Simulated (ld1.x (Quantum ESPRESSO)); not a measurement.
Pseudopotential generation for sulfur: RRKJ, LDA (PZ), scalar-relativistic.

Input for ld1.x (Quantum ESPRESSO) 7.5:

```
&input
   title='S', zed=16., rel=1, dft='PZ', iswitch=3,
   config='[Ne] 3s2 3p4',
   nld=2, rlderiv=1.70, eminld=-3.0, emaxld=5.0, deld=0.02
 /
 &inputp
   pseudotype=2, tm=.false., lloc=0,
   nlcc=.false.,
   file_pseudopw='S.UPF', file_wfcaegen='ae.wfc', file_wfcncgen='nc.wfc', file_beta='beta', file_chi='chi'
 /
2
3P  2  1   4.00   0.00  1.55  1.55  0.0
3S  1  0   2.00   0.00  1.35  1.35  0.0
 &test
   configts(1)='3s2 3p4'
 /
```

Command:

```bash
ld1.x < S.in > S.out
```

The program printed (shortened: banner, matrices, multipoles, cross overlaps and the repeated all-electron block are left out):

```
Program LD1 v.7.5
     --------------------------- All-electron run ----------------------------

     S
     scalar relativistic calculation

     atomic number is 16.00
     dft =PZ   lsd =0 sic =0 latt =0  beta=0.20 tr2=1.0E-14
     Exchange-correlation= PZ
                           (   1   1   0   0   0   0   0)
     mesh =1151 r(mesh) =  99.72449 a.u. xmin = -7.00 dx = 0.01250
     1 Ry =  13.60569312 eV, c = 137.03599908

     n l     nl                  e(Ry)          e(Ha)          e(eV)
     1 0     1S 1( 2.00)      -176.1918       -88.0959     -2397.2114
     2 0     2S 1( 2.00)       -15.4931        -7.7465      -210.7941
     2 1     2P 1( 6.00)       -11.5037        -5.7518      -156.5158
     3 0     3S 1( 2.00)        -1.2704        -0.6352       -17.2842
     3 1     3P 1( 4.00)        -0.5227        -0.2614        -7.1120

     final scf error:  4.6E-15 reached in  27 iterations

     Etot =    -795.661173 Ry,    -397.830586 Ha,  -10825.521747 eV

     Ekin =     798.026441 Ry,     399.013220 Ha,   10857.702854 eV
     Encl =   -1899.490147 Ry,    -949.745074 Ha,  -25843.880034 eV
     Eh   =     354.221890 Ry,     177.110945 Ha,    4819.434336 eV
     Exc  =     -48.419356 Ry,     -24.209678 Ha,    -658.778904 eV

     normalization and overlap integrals

     s(1S/1S) =  1.000000  <r> =   0.0972  <r2> =    0.0127  r(max) =   0.0633
     s(2S/2S) =  1.000000  <r> =   0.4810  <r2> =    0.2755  r(max) =   0.3877
     s(2P/2P) =  1.000000  <r> =   0.4434  <r2> =    0.2461  r(max) =   0.3254
     s(3S/3S) =  1.000000  <r> =   1.6939  <r2> =    3.3474  r(max) =   1.4048
     s(3P/3P) =  1.000000  <r> =   2.0725  <r2> =    5.1850  r(max) =   1.5919

     ------------------------ End of All-electron run ------------------------

     --------------------- Generating NC pseudopotential ---------------------

      Generating local pot.: lloc=0, matching radius rcloc =   1.3500

      Wfc   3P  rcut= 1.533  Estimated cut-off energy=       73.64 Ry
      This function has    0 nodes for 0 < r <    1.533

     ------------------- End of pseudopotential generation -------------------

     Computing logarithmic derivative in   1.70520
     Computing logarithmic derivative in   1.70520
     Computing the partial wave expansion
       no projector for channel:   0
     R is outside the sphere for l=    1 j= 0.00

     ---------------------- Testing the pseudopotential ----------------------

     S
     scalar relativistic calculation

     atomic number is 16.00   valence charge is  6.00
     dft =PZ   lsd =0 sic =0 latt =0  beta=0.20 tr2=1.0E-14
     mesh =1151 r(mesh) =  99.72449 xmin = -7.00 dx = 0.01250

     n l     nl             e AE (Ry)        e PS (Ry)    De AE-PS (Ry)
     1 0     3S   1( 2.00)       -1.27036       -1.27037        0.00001
     2 1     3P   1( 4.00)       -0.52273       -0.52273        0.00000

     eps = 6.2E-15  iter = 12

     Etot =    -795.661173 Ry,    -397.830586 Ha,  -10825.521747 eV
     Etotps =   -20.148075 Ry,     -10.074038 Ha,    -274.128531 eV

     Ekin =       7.275169 Ry,       3.637584 Ha,      98.983715 eV
     Encl =     -39.423296 Ry,     -19.711648 Ha,    -536.381262 eV
     Ehrt =      16.761743 Ry,       8.380872 Ha,     228.055137 eV
     Ecxc =      -4.075754 Ry,      -2.037877 Ha,     -55.453458 eV
     Epseu=      -0.685938 Ry,      -0.342969 Ha,      -9.332662 eV

     ---------------------- End of pseudopotential test ----------------------
```

Generation and configuration tests took about 1.8 s on one core of a shared server CPU.

Transferability test of the new file with ld1.x, input:

```
&input
   title='S', zed=16., rel=1, dft='PZ', iswitch=2,
   config='[Ne] 3s2 3p4'
 /
 &test
   file_pseudo='S.UPF', nconf=10,
   configts(1)='3s2 3p4',
   configts(2)='3s2 3p3',
   configts(3)='3s2 3p2',
   configts(4)='3s2 3p1',
   configts(5)='3s2 3p0',
   configts(6)='3s2 3p4.3',
   configts(7)='3s2 3p3.5',
   configts(8)='3s1 3p5',
   configts(9)='3s2 3p4', lsdts(9)=1,
   configts(10)='3s2 3p3', lsdts(10)=1
 /
```

```bash
ld1.x < S.test.in > S.test.out
```

Pseudopotential blocks of its output, shortened (energy terms left out):

```
     ---------------------- Testing the pseudopotential ----------------------

     n l     nl             e AE (Ry)        e PS (Ry)    De AE-PS (Ry)
     1 0     3S   1( 2.00)       -1.27036       -1.27037        0.00001
     2 1     3P   1( 4.00)       -0.52273       -0.52273        0.00000

     eps = 6.9E-15  iter = 14

     Etot =    -795.661173 Ry,    -397.830586 Ha,  -10825.521747 eV
     Etotps =   -20.148076 Ry,     -10.074038 Ha,    -274.128544 eV

     ---------------------- End of pseudopotential test ----------------------

          ---------------------- Testing the pseudopotential ----------------------

     n l     nl             e AE (Ry)        e PS (Ry)    De AE-PS (Ry)
     1 0     3S   1( 2.00)       -2.03097       -2.02979       -0.00118
     2 1     3P   1( 3.00)       -1.24092       -1.23993       -0.00099

     eps = 2.7E-15  iter = 13

     Etot =    -794.789283 Ry,    -397.394641 Ha,  -10813.659079 eV
     Etotps =   -19.276494 Ry,      -9.638247 Ha,    -262.270061 eV
     dEtot_ae =       0.871890 Ry
     dEtot_ps =       0.871582 Ry,   Delta E=       0.000308 Ry

     ---------------------- End of pseudopotential test ----------------------

          ---------------------- Testing the pseudopotential ----------------------

     n l     nl             e AE (Ry)        e PS (Ry)    De AE-PS (Ry)
     1 0     3S   1( 2.00)       -2.89576       -2.89100       -0.00475
     2 1     3P   1( 2.00)       -2.06356       -2.05923       -0.00433

     eps = 2.8E-15  iter = 13

     Etot =    -793.144886 Ry,    -396.572443 Ha,  -10791.285919 eV
     Etotps =   -17.634377 Ry,      -8.817188 Ha,    -239.927920 eV
     dEtot_ae =       2.516287 Ry
     dEtot_ps =       2.513699 Ry,   Delta E=       0.002587 Ry

     ---------------------- End of pseudopotential test ----------------------

          ---------------------- Testing the pseudopotential ----------------------

     n l     nl             e AE (Ry)        e PS (Ry)    De AE-PS (Ry)
     1 0     3S   1( 2.00)       -3.84280       -3.82999       -0.01281  !
     2 1     3P   1( 1.00)       -2.97061       -2.95833       -0.01228  !

     eps = 9.0E-15  iter = 10

     Etot =    -790.634339 Ry,    -395.317169 Ha,  -10757.128187 eV
     Etotps =   -15.131470 Ry,      -7.565735 Ha,    -205.874140 eV
     dEtot_ae =       5.026834 Ry
     dEtot_ps =       5.016606 Ry,   Delta E=       0.010228 Ry

     ---------------------- End of pseudopotential test ----------------------

          ---------------------- Testing the pseudopotential ----------------------

     n l     nl             e AE (Ry)        e PS (Ry)    De AE-PS (Ry)
     1 0     3S   1( 2.00)       -4.85530       -4.82611       -0.02919  !
     2 1     3P   1( 0.00)       -3.94609       -3.91720       -0.02889  !

     eps = 8.2E-15  iter =  5

     Etot =    -787.181154 Ry,    -393.590577 Ha,  -10710.145211 eV
     Etotps =   -11.697689 Ry,      -5.848845 Ha,    -159.155167 eV
     dEtot_ae =       8.480019 Ry
     dEtot_ps =       8.450387 Ry,   Delta E=       0.029632 Ry

     ---------------------- End of pseudopotential test ----------------------

          ---------------------- Testing the pseudopotential ----------------------

     n l     nl             e AE (Ry)        e PS (Ry)    De AE-PS (Ry)
     1 0     3S   1( 2.00)       -1.06816       -1.06828        0.00012
     2 1     3P   1( 4.30)       -0.33268       -0.33275        0.00007

     eps = 4.9E-16  iter = 16

     Etot =    -795.789131 Ry,    -397.894565 Ha,  -10827.262704 eV
     Etotps =   -20.276059 Ry,     -10.138029 Ha,    -275.869834 eV
     dEtot_ae =      -0.127958 Ry
     dEtot_ps =      -0.127982 Ry,   Delta E=       0.000024 Ry

     ---------------------- End of pseudopotential test ----------------------

          ---------------------- Testing the pseudopotential ----------------------

     n l     nl             e AE (Ry)        e PS (Ry)    De AE-PS (Ry)
     1 0     3S   1( 2.00)       -1.63572       -1.63533       -0.00038
     2 1     3P   1( 3.50)       -0.86704       -0.86673       -0.00030

     eps = 7.1E-15  iter = 12

     Etot =    -795.315090 Ry,    -397.657545 Ha,  -10820.813057 eV
     Etotps =   -19.802033 Ry,      -9.901016 Ha,    -269.420379 eV
     dEtot_ae =       0.346082 Ry
     dEtot_ps =       0.346044 Ry,   Delta E=       0.000039 Ry

     ---------------------- End of pseudopotential test ----------------------

          ---------------------- Testing the pseudopotential ----------------------

     n l     nl             e AE (Ry)        e PS (Ry)    De AE-PS (Ry)
     1 0     3S   1( 1.00)       -1.31995       -1.31960       -0.00034
     2 1     3P   1( 5.00)       -0.56251       -0.56237       -0.00014

     eps = 1.3E-15  iter = 16

     Etot =    -794.908572 Ry,    -397.454286 Ha,  -10815.282096 eV
     Etotps =   -19.395553 Ry,      -9.697777 Ha,    -263.889944 eV
     dEtot_ae =       0.752600 Ry
     dEtot_ps =       0.752523 Ry,   Delta E=       0.000077 Ry

     ---------------------- End of pseudopotential test ----------------------

          ---------------------- Testing the pseudopotential ----------------------

     n l     nl             e AE (Ry)        e PS (Ry)    De AE-PS (Ry)
     1 0     3S   1( 1.00)       -1.31759       -1.32295        0.00536  !
     2 1     3P   1( 3.00)       -0.56481       -0.56819        0.00338
     1 0     3S   2( 1.00)       -1.19920       -1.18964       -0.00956  !
     2 1     3P   2( 1.00)       -0.46030       -0.45415       -0.00615  !

     eps = 2.4E-15  iter = 16

     Etot =    -795.713066 Ry,    -397.856533 Ha,  -10826.227790 eV
     Etotps =   -20.204743 Ry,     -10.102371 Ha,    -274.899529 eV
     dEtot_ae =      -0.051893 Ry
     dEtot_ps =      -0.056666 Ry,   Delta E=       0.004773 Ry

     ---------------------- End of pseudopotential test ----------------------

          ---------------------- Testing the pseudopotential ----------------------

     n l     nl             e AE (Ry)        e PS (Ry)    De AE-PS (Ry)
     1 0     3S   1( 1.00)       -2.10611       -2.11224        0.00613  !
     2 1     3P   1( 3.00)       -1.31055       -1.31451        0.00396
     1 0     3S   2( 1.00)       -1.89034       -1.86769       -0.02265  !
     2 1     3P   2( 0.00)       -1.11139       -1.09501       -0.01638  !

     eps = 7.4E-15  iter = 18

     Etot =    -794.933717 Ry,    -397.466858 Ha,  -10815.624206 eV
     Etotps =   -19.435824 Ry,      -9.717912 Ha,    -264.437860 eV
     dEtot_ae =       0.727456 Ry
     dEtot_ps =       0.712252 Ry,   Delta E=       0.015204 Ry

     ---------------------- End of pseudopotential test ----------------------
```
